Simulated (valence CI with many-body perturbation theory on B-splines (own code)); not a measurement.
# E1 transitions of Pt⁶³⁺

Method: valence CI with perturbative core correlation (CI+MBPT): five valence electrons over a frozen Dirac-Fock core [Ne], radial functions for each j: 11 s, 11 p, 10 d, 8 f, 5 g, 2 h, with the one-electron correlation potential Σ1, the two-electron term Σ2, the three-electron term Σ3, Breit, model QED; selected CI, second order for the rest, scaled by the run's own slope (own B-spline code, finite nucleus).

No measured spectrum was set against this ion. As an estimate, large intervals hold to a few tenths of a per cent, small ones and those within an open d or f shell to about a per cent. Among the levels kept, up to 3100 cm⁻¹ of a level comes from second order outside the variational space, and about a tenth of that is noise between levels of different J, which matters for small intervals.

Lines 151 to 200 of 581 in falling wavelength, among levels below 1627.8 eV, chosen from the strongest by gf and those to the six lowest levels. Wavelengths and rates use the calculated energies. Electric multipoles are in the length gauge, E1 and E2 with the static RPA response of the core. Weak lines are less certain than strong ones. Lines between different terms over intervals too small for the method are left out, as are lines whose strength nearly cancels. Where a level lies close to another of its J and parity, the split of strength between their lines is uncertain. The highest levels of a list are the least certain.

Levels are named by their leading jj configuration (3d3/2^4 stands for four electrons in 3d with j = 3/2), which in mixed levels can hold well under half, so a name can repeat and another be missing. Letters in brackets count levels of one name in rising energy.

| λ vac (Å) | Upper | Lower | A (s⁻¹) | S (a.u.) |
| --- | --- | --- | --- | --- |
| 33.58 | (3s^2 3p1/2 3d3/2 3d5/2) J=9/2 | (3s^2 3p1/2 3p3/2 3d3/2) J=7/2 | 3.65e+11 | 6.82e-02 |
| 33.58 | (3s^2 3p1/2 3d3/2 3d5/2) J=3/2 [b] | (3s^2 3p1/2 3p3/2 3d3/2) J=3/2 [b] | 8.15e+10 | 6.09e-03 |
| 33.58 | (3s 3p1/2^2 3d3/2 3d5/2) J=7/2 [a] | (3s 3p1/2^2 3p3/2 3d3/2) J=5/2 [a] | 2.45e+11 | 3.66e-02 |
| 33.56 | (3s^2 3p3/2 3d5/2^2) J=5/2 | (3s^2 3p3/2^2 3d5/2) J=7/2 | 1.71e+11 | 1.92e-02 |
| 33.54 | (3s 3p1/2 3p3/2^2 3d5/2) J=1/2 [c] | (3s 3p1/2 3p3/2^3) J=1/2 | 3.10e+11 | 1.16e-02 |
| 33.50 | (3s 3p1/2^2 3d5/2^2) J=5/2 | (3s 3p1/2^2 3p3/2 3d5/2) J=3/2 [a] | 6.06e+10 | 6.75e-03 |
| 33.47 | (3s^2 3p1/2 3d3/2 3d5/2) J=3/2 [b] | (3s^2 3p1/2 3p3/2 3d3/2) J=1/2 [b] | 2.60e+11 | 1.92e-02 |
| 33.45 | (3s^2 3p1/2 3d5/2^2) J=7/2 | (3s^2 3p1/2 3p3/2 3d5/2) J=5/2 [a] | 4.18e+10 | 6.18e-03 |
| 33.39 | (3s 3p1/2 3p3/2^2 3d5/2) J=3/2 [a] | (3s 3p1/2 3p3/2^3) J=3/2 [a] | 2.48e+11 | 1.82e-02 |
| 33.39 | (3s^2 3p1/2 3p3/2 3d5/2) J=1/2 | (3s^2 3p1/2 3p3/2^2) J=1/2 | 5.10e+11 | 1.87e-02 |
| 33.39 | (3s^2 3p3/2 3d5/2^2) J=7/2 | (3s^2 3p3/2^2 3d5/2) J=9/2 | 1.21e+11 | 1.78e-02 |
| 33.36 | (3s^2 3p1/2 3d3/2 3d5/2) J=5/2 [a] | (3s^2 3p1/2 3p3/2 3d3/2) J=5/2 [a] | 1.78e+11 | 1.95e-02 |
| 33.35 | (3s 3p1/2^2 3p3/2 3d5/2) J=7/2 [a] | (3s 3p1/2^2 3p3/2^2) J=5/2 | 3.65e+11 | 5.34e-02 |
| 33.34 | (3s 3p1/2^2 3d3/2 3d5/2) J=5/2 [a] | (3s 3p1/2^2 3p3/2 3d3/2) J=3/2 [a] | 2.64e+11 | 2.89e-02 |
| 33.32 | (3s 3p1/2 3p3/2^2 3d5/2) J=3/2 [d] | (3s 3p1/2 3p3/2^3) J=3/2 [b] | 3.19e+11 | 2.33e-02 |
| 33.28 | (3s^2 3p1/2 3p3/2 3d5/2) J=5/2 [b] | (3s^2 3p1/2 3p3/2^2) J=5/2 | 1.52e+11 | 1.66e-02 |
| 33.27 | (3s 3p1/2^2 3d5/2^2) J=1/2 | (3s 3p1/2^2 3p3/2 3d5/2) J=3/2 [b] | 4.41e+11 | 1.60e-02 |
| 33.24 | (3s^2 3p3/2 3d5/2^2) J=7/2 | (3s^2 3p3/2^2 3d5/2) J=7/2 | 1.29e+11 | 1.86e-02 |
| 33.23 | (3s 3p1/2^2 3p3/2 3d5/2) J=3/2 [b] | (3s 3p1/2^2 3p3/2^2) J=1/2 | 2.74e+11 | 1.99e-02 |
| 33.18 | (3s 3p1/2^2 3p3/2 3d5/2) J=5/2 [b] | (3s 3p1/2^2 3p3/2^2) J=3/2 | 5.45e+11 | 5.89e-02 |
| 33.13 | (3s 3p1/2 3p3/2^2 3d5/2) J=3/2 [d] | (3s 3p1/2^2 3d3/2^2) J=3/2 | 8.81e+10 | 6.32e-03 |
| 33.13 | (3s^2 3p1/2 3d3/2 3d5/2) J=3/2 [a] | (3s^2 3p1/2 3p3/2 3d3/2) J=3/2 [a] | 2.58e+11 | 1.85e-02 |
| 33.12 | (3s 3p1/2 3p3/2^2 3d5/2) J=5/2 [b] | (3s 3p1/2 3p3/2^3) J=3/2 [a] | 2.36e+11 | 2.55e-02 |
| 33.10 | (3s 3p1/2^2 3d5/2^2) J=5/2 | (3s 3p1/2^2 3p3/2 3d5/2) J=7/2 [a] | 7.89e+10 | 8.48e-03 |
| 33.10 | (3s^2 3p1/2 3p3/2 3d5/2) J=7/2 [b] | (3s^2 3p1/2 3p3/2^2) J=5/2 | 6.16e+11 | 8.82e-02 |
| 33.09 | (3s^2 3p1/2 3d5/2^2) J=1/2 | (3s^2 3p1/2 3p3/2 3d5/2) J=1/2 | 2.31e+11 | 8.27e-03 |
| 33.08 | (3s^2 3p1/2 3d3/2 3d5/2) J=3/2 [a] | (3s^2 3p1/2 3p3/2 3d3/2) J=1/2 [a] | 1.57e+11 | 1.12e-02 |
| 33.03 | (3s 3p1/2 3p3/2^2 3d5/2) J=5/2 [d] | (3s 3p1/2 3p3/2^3) J=5/2 | 2.92e+11 | 3.11e-02 |
| 33.01 | (3s^2 3p1/2 3d3/2 3d5/2) J=7/2 [b] | (3s^2 3p1/2 3p3/2 3d3/2) J=5/2 [b] | 4.25e+11 | 6.04e-02 |
| 32.96 | (3s^2 3p3/2 3d3/2 3d5/2) J=5/2 [d] | (3s^2 3p3/2^2 3d3/2) J=3/2 [b] | 4.56e+11 | 4.84e-02 |
| 32.93 | (3s^2 3p1/2 3d5/2^2) J=9/2 | (3s^2 3p1/2 3p3/2 3d5/2) J=9/2 | 1.79e+11 | 3.16e-02 |
| 32.92 | (3s 3p1/2^2 3d3/2 3d5/2) J=3/2 [a] | (3s 3p1/2^2 3p3/2 3d3/2) J=1/2 [a] | 2.43e+11 | 1.71e-02 |
| 32.85 | (3s^2 3p1/2 3d3/2 3d5/2) J=1/2 | (3s^2 3p1/2 3p3/2 3d3/2) J=1/2 [a] | 3.95e+11 | 1.38e-02 |
| 32.83 | (3s^2 3p3/2 3d3/2 3d5/2) J=1/2 [b] | (3s^2 3p3/2^2 3d3/2) J=3/2 [b] | 5.52e+11 | 1.93e-02 |
| 32.80 | (3s 3p1/2^2 3d3/2 3d5/2) J=9/2 | (3s 3p1/2^2 3p3/2 3d3/2) J=7/2 | 3.51e+11 | 6.11e-02 |
| 32.74 | (3s^2 3p1/2 3d5/2^2) J=1/2 | (3s^2 3p1/2 3p3/2 3d5/2) J=3/2 [b] | 6.79e+11 | 2.35e-02 |
| 32.71 | (3s 3p1/2 3p3/2^2 3d5/2) J=5/2 [f] | (3s 3p1/2 3p3/2^3) J=3/2 [b] | 5.69e+11 | 5.90e-02 |
| 32.70 | (3s 3p1/2^2 3d3/2 3d5/2) J=3/2 [a] | (3s 3p1/2^2 3p3/2 3d3/2) J=3/2 [a] | 8.49e+10 | 5.86e-03 |
| 32.68 | (3s^2 3p3/2^2 3d5/2) J=3/2 | (3s^2 3p3/2^3) J=3/2 | 7.39e+11 | 5.09e-02 |
| 32.67 | (3s^2 3p3/2 3d3/2 3d5/2) J=7/2 [c] | (3s^2 3p3/2^2 3d3/2) J=5/2 | 7.28e+11 | 1.00e-01 |
| 32.64 | (3s 3p1/2^2 3d5/2^2) J=1/2 | (3s 3p1/2^2 3p3/2 3d5/2) J=1/2 | 2.13e+11 | 7.32e-03 |
| 32.62 | (3s 3p1/2 3p3/2^2 3d5/2) J=3/2 [e] | (3s 3p1/2 3p3/2^3) J=3/2 [b] | 1.76e+11 | 1.21e-02 |
| 32.54 | (3s^2 3p3/2 3d3/2 3d5/2) J=5/2 [c] | (3s^2 3p3/2^2 3d3/2) J=3/2 [a] | 4.64e+11 | 4.74e-02 |
| 32.52 | (3s 3p1/2 3p3/2^2 3d5/2) J=5/2 [f] | (3s 3p1/2^2 3d3/2^2) J=3/2 | 1.51e+11 | 1.53e-02 |
| 32.51 | (3s^2 3p1/2 3d5/2^2) J=3/2 | (3s^2 3p1/2 3p3/2 3d5/2) J=5/2 [a] | 1.38e+11 | 9.33e-03 |
| 32.48 | (3s 3p1/2 3p3/2^2 3d5/2) J=7/2 [e] | (3s 3p1/2 3p3/2^3) J=5/2 | 6.39e+11 | 8.65e-02 |
| 32.44 | (3s 3p1/2^2 3d5/2^2) J=5/2 | (3s 3p1/2^2 3p3/2 3d5/2) J=5/2 [a] | 4.17e+11 | 4.22e-02 |
| 32.42 | (3s^2 3p1/2 3d5/2^2) J=5/2 | (3s^2 3p1/2 3p3/2 3d5/2) J=5/2 [a] | 4.52e+11 | 4.56e-02 |
| 32.42 | (3s 3p1/2 3p3/2^2 3d5/2) J=3/2 [b] | (3s 3p1/2 3p3/2^3) J=3/2 [a] | 3.18e+11 | 2.14e-02 |
| 32.38 | (3s 3p1/2^2 3d5/2^2) J=3/2 | (3s 3p1/2^2 3p3/2 3d5/2) J=3/2 [a] | 2.34e+11 | 1.57e-02 |
